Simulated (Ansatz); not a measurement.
Consider the atomization: `[CH3][In]([OH])[Br]` → Br• + C• + 4 H• + In• + O•.

Calculated with Ansatz (gas phase, PBE0-D4/def2-TZVP geometries, no zero-point term in ΔE). CBS: MP2 limit from def2 TZ/QZ plus the TZ coupled-cluster correction, frozen cores. This one scheme is used for every species, atoms too. Functionals use def2-TZVPP. No spin–orbit coupling; open shells (•) take unrestricted orbitals. Spin–orbit coupling would lower the free atoms: a little for C, O; clearly for Br; strongly for In. def2 core potentials past Kr. Bonds to Br, In are less sure, by a few kJ/mol each and by 10 to 20 or more in all where they break to atoms, as the def2 sets lack core-valence functions. Scalar relativity is left out up to krypton. One conformer a species, not always the lowest.

`[CH3][In]([OH])[Br]`:

Cartesian coordinates in Å:
```
C -0.677 -0.118 1.347
In 0.130 0.088 -0.607
O 2.021 -0.174 -1.113
Br -1.208 0.701 -2.609
H -0.127 0.525 2.032
H -0.572 -1.154 1.668
H -1.729 0.161 1.334
H 2.163 -0.029 -2.052
```

```csv
species,PBE0 energy (Eh)
`[CH3][In]([OH])[Br]`,-2879.72976
Br•,-2573.81189
C•,-37.80537
H•,-0.50104
In•,-190.11398
O•,-75.01860
```

Question: Work out ΔE.

Answer: ΔE = 4 × (-0.50104) + (-2573.81189) + (-37.80537) + (-190.11398) + (-75.01860) − (-2879.72976) = 0.97576 Eh = +26.55 eV. CCSD(T)/CBS gives +27.13 eV.

Largest T1 diagnostic among the species: 0.015.

In def2-TZVPP, CCSD(T) changes the Hartree–Fock value by +7.16 eV (the triples alone add +0.47 eV) and MP2 by +7.65 eV; breaking electron pairs costs correlation energy, which Hartree–Fock lacks. From PBE to PBE0 (25 % exact exchange), in def2-TZVPP and without D4, ΔE moves by −0.49 eV: exact exchange takes away binding that semilocal exchange gives to molecules.

For atomizations the MP2-based limit and the directly extrapolated one differ by several kJ/mol either way, and by 10 to 25 for some Ge, Se and Sn compounds, so smaller differences from it don't rank the levels.
